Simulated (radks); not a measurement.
Values are calculated unless marked as measured or tabulated.
Fractional charge and spin in the 5p shell of iridium: the spin-up occupation runs from 2 to 3 and the spin-down occupation from 2 to 3; the fullest corner is Ir3+, [Kr] 4d10 4f14 5s2 5d(up 3, down 3) 5p(up 3, down 3). Code: a radial shooting solver on a logarithmic mesh with Libxc functionals. Model: scalar-relativistic Kohn-Sham, BLYP, spin-polarised, spherical densities, point nucleus. Energy (eV) minus the two flat planes that join the four corners (they meet along the diagonal where the two added fractions sum to one electron); zero is where a piecewise linear energy would lie.

down \ up       2    2.25     2.5    2.75       3
2           0.000  -1.610  -2.139  -1.598   0.000
2.25       -1.610  -2.078  -1.478   0.179  -1.523
2.5        -2.139  -1.478   0.238  -1.405  -2.020
2.75       -1.598   0.179  -1.405  -1.962  -1.508
3           0.000  -1.523  -2.020  -1.508   0.000

Corners above the fullest one (they belong to Ir4+ and the next ion): (up 3, down 2) 93.835 eV, (up 2, down 3) 93.835 eV, (up 2, down 2) 205.27 eV. With half an added electron in each spin the energy lies 0.238 eV from the planes, and with half an added electron in spin up alone -2.139 eV. The planes are only a guide here: the flat-plane condition holds for ground states with one frontier orbital, while this shell lies below other occupied shells, so the corners above the fullest one are inner-hole states and not the ground states of those ions.
